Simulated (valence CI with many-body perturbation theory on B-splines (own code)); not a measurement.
# Energy levels of Tb32+

Calculated by relativistic CI+MBPT: five valence electrons over a frozen Dirac-Fock core [Ar] 3d10, radial functions for each j: 9 s, 9 p, 8 d, 6 f, 3 g, 1 h, with the one-electron correlation potential Σ1, the two-electron term Σ2, the three-electron term Σ3, Breit, model QED; selected CI, second order for the rest (own B-spline code, finite nucleus).

No measured spectrum was set against this ion. As an estimate, large intervals hold to a few tenths of a per cent, small ones and those within an open d or f shell to about a per cent. Among the levels kept, up to 260 cm⁻¹ of a level comes from second order outside the variational space, and about a tenth of that is noise between levels of different J, which matters for small intervals.

Levels 1 to 45 of 51, with energies above the lowest level, (4s^2 4p1/2^2 4p3/2) J=3/2. "Leading %" is the weight of the configuration and term that name the level; weights of strongly mixed levels are sums over their largest components and can fall short. In the jj column 3d3/2^4 stands for four electrons in 3d with j = 3/2. Lifetimes count E1, E2, E3, M1 and M2 decay at the calculated energies, and are blank where another channel may lead or the interval is too uncertain; long ones can be off by a factor of two.

```csv
No.,Configuration,Term,J,E (eV),Leading %,g,Lifetime,Second component,Leading jj
1,4s²4p³,²P°,3/2,0.00,44,1.395,,30 % 4s²4p³ ⁴S°,4s^2 4p1/2^2 4p3/2 (98 %)
2,4s²4p³,⁴S°,3/2,42.13,53,1.442,1.26 μs,45 % 4s²4p³ ²D°,4s^2 4p1/2 4p3/2^2 (98 %)
3,4s²4p³,²D°,5/2,46.59,99,1.197,6.30 μs,,4s^2 4p1/2 4p3/2^2 (99 %)
4,4s²4p³,²P°,1/2,52.21,98,0.661,1.63 μs,,4s^2 4p1/2 4p3/2^2 (98 %)
5,4s²4p³,²P°,3/2,95.07,54,1.290,580 ns,28 % 4s²4p³ ²D°,4s^2 4p3/2^3 (98 %)
6,4s4p⁴,⁴P,5/2,116.09,70,1.497,54.9 ps,20 % 4s4p⁴ ²D,4s 4p1/2^2 4p3/2^2 (89 %)
7,4s²4p²4d,⁴F,3/2,120.32,27,0.894,191 ps,21 % 4s²4p²4d ²D,4s^2 4p1/2^2 4d3/2 (77 %)
8,4s4p⁴,²S,1/2,129.75,52,2.195,9.93 ps,37 % 4s4p⁴ ⁴P,4s 4p1/2^2 4p3/2^2 (89 %)
9,4s4p⁴,²D,3/2,133.31,26,1.082,5.04 ps,23 % 4s4p⁴ ²P,4s 4p1/2^2 4p3/2^2 (66 %)
10,4s²4p²4d,⁴D,5/2,138.61,25,1.198,6.89 ps,24 % 4s²4p²4d ⁴F,4s^2 4p1/2^2 4d5/2 (86 %)
11,4s4p⁴,⁴P,3/2,160.25,48,1.386,27.0 ps,20 % 4s4p⁴ ²D,4s 4p1/2 4p3/2^3 (68 %)
12,4s²4p²4d,⁴F,5/2,163.27,34,1.067,438 ps,29 % 4s²4p²4d ²F,4s^2 4p1/2 4p3/2 4d3/2 (77 %)
13,4s²4p²4d,⁴D,1/2,163.60,67,0.379,84.9 ps,16 % 4s²4p²4d ²P,4s^2 4p1/2 4p3/2 4d3/2 (88 %)
14,4s²4p²4d,⁴F,3/2,163.66,28,1.069,83.7 ps,27 % 4s²4p²4d ²P,4s^2 4p1/2 4p3/2 4d3/2 (70 %)
15,4s4p⁴,²D,5/2,167.51,39,1.145,38.1 ps,27 % 4s²4p²4d ²F,4s 4p1/2 4p3/2^3 (52 %)
16,4s²4p²4d,²G,7/2,168.35,40,1.072,13.9 ns,28 % 4s²4p²4d ⁴F,4s^2 4p1/2 4p3/2 4d3/2 (91 %)
17,4s²4p²4d,⁴D,7/2,173.96,48,1.312,2.70 ns,35 % 4s²4p²4d ⁴F,4s^2 4p1/2 4p3/2 4d5/2 (98 %)
18,4s4p⁴,²P,1/2,175.79,32,1.181,3.11 ps,17 % 4s4p⁴ ⁴P,4s 4p1/2 4p3/2^3 (49 %)
19,4s²4p²4d,²G,9/2,178.76,55,1.207,,44 % 4s²4p²4d ⁴F,4s^2 4p1/2 4p3/2 4d5/2 (98 %)
20,4s4p⁴,²P,3/2,178.82,31,1.181,1.76 ps,19 % 4s²4p²4d ⁴P,4s 4p1/2 4p3/2^3 (42 %)
21,4s²4p²4d,⁴P,5/2,179.43,39,1.265,1.60 ps,19 % 4s²4p²4d ²F,4s^2 4p1/2 4p3/2 4d3/2 (54 %)
22,4s²4p²4d,⁴D,3/2,180.79,35,1.113,2.06 ps,27 % 4s²4p²4d ²P,4s^2 4p1/2 4p3/2 4d5/2 (41 %)
23,4s²4p²4d,²S,1/2,184.67,35,1.976,1.43 ps,30 % 4s²4p²4d ⁴P,4s^2 4p1/2 4p3/2 4d3/2 (67 %)
24,4s²4p²4d,⁴D,5/2,185.96,39,1.182,2.46 ps,25 % 4s²4p²4d ²F,4s^2 4p1/2 4p3/2 4d5/2 (48 %)
25,4s²4p²4d,²P,3/2,188.30,40,1.428,1.91 ps,21 % 4s²4p²4d ⁴P,4s^2 4p1/2 4p3/2 4d5/2 (48 %)
26,4s²4p²4d,²F,7/2,188.82,39,1.087,4.48 ps,35 % 4s²4p²4d ²G,4s^2 4p1/2 4p3/2 4d5/2 (82 %)
27,4s²4p²4d,²D,5/2,192.25,53,1.190,1.64 ps,19 % 4s²4p²4d ⁴P,4s^2 4p1/2 4p3/2 4d5/2 (78 %)
28,4s²4p²4d,²D,3/2,193.52,66,0.859,3.69 ps,9 % 4s²4p²4d ⁴F,4s^2 4p1/2 4p3/2 4d5/2 (72 %)
29,4s²4p²4d,²P,1/2,197.37,66,1.031,1.94 ps,14 % 4s²4p²4d ²S,4s^2 4p1/2 4p3/2 4d5/2 (73 %)
30,4s4p⁴,²P,1/2,216.46,24,1.650,7.21 ps,22 % 4s²4p²4d ²S,4s 4p3/2^4 (49 %)
31,4s²4p²4d,²F,7/2,221.91,46,1.268,20.8 ps,42 % 4s²4p²4d ⁴D,4s^2 4p3/2^2 4d5/2 (93 %)
32,4s²4p²4d,²P,1/2,221.95,56,1.156,1.80 ps,26 % 4s²4p²4d ⁴P,4s^2 4p3/2^2 4d3/2 (72 %)
33,4s²4p²4d,²D,3/2,222.39,39,1.164,1.29 ps,26 % 4s²4p²4d ⁴P,4s^2 4p3/2^2 4d3/2 (88 %)
34,4s²4p²4d,²D,5/2,223.09,32,1.208,1.40 ps,18 % 4s²4p²4d ²F,4s^2 4p3/2^2 4d3/2 (80 %)
35,4s²4p²4d,⁴F,9/2,223.49,55,1.233,1.04 μs,44 % 4s²4p²4d ²G,4s^2 4p3/2^2 4d5/2 (97 %)
36,4s²4p²4d,²F,7/2,226.57,68,1.089,1.38 ps,23 % 4s²4p²4d ²G,4s^2 4p3/2^2 4d3/2 (84 %)
37,4s²4p²4d,²D,3/2,231.67,59,0.945,1.52 ps,23 % 4s²4p²4d ²P,4s^2 4p3/2^2 4d3/2 (80 %)
38,4s²4p²4d,²D,5/2,234.49,79,1.204,487 ps,12 % 4s²4p²4d ⁴D,4s^2 4p3/2^2 4d5/2 (97 %)
39,4s4p³4d,⁶D°,5/2,237.37,32,1.334,49.6 ps,21 % 4s4p³4d ⁴F°,4s 4p1/2^2 4p3/2 4d3/2 (88 %)
40,4s4p³4d,⁶D°,3/2,237.81,38,1.434,36.5 ps,15 % 4s4p³4d ⁴D°,4s 4p1/2^2 4p3/2 4d3/2 (88 %)
41,4s4p³4d,⁶D°,1/2,237.82,46,2.689,62.3 ps,37 % 4s4p³4d ⁴P°,4s 4p1/2^2 4p3/2 4d3/2 (89 %)
42,4s4p³4d,⁶D°,7/2,239.38,33,1.356,96.8 ps,22 % 4s4p³4d ⁴F°,4s 4p1/2^2 4p3/2 4d3/2 (72 %)
43,4s²4p²4d,²S,1/2,241.92,23,1.747,1.41 ps,17 % 4s4p⁴ ²S,4s 4p3/2^4 (42 %)
44,4s²4p²4d,²D,3/2,242.21,49,1.115,1.92 ps,35 % 4s²4p²4d ²P,4s^2 4p3/2^2 4d5/2 (84 %)
45,4s²4p²4d,²D,5/2,245.55,53,1.131,1.45 ps,33 % 4s²4p²4d ²F,4s^2 4p3/2^2 4d5/2 (86 %)
```

The ionisation energy to 4s²4p² ³P0 of the next ion comes out as 1302.8 eV (NIST: 1301 ± 4 eV (theoretical)). All 51 levels together are meant to be complete up to 255.67 eV.
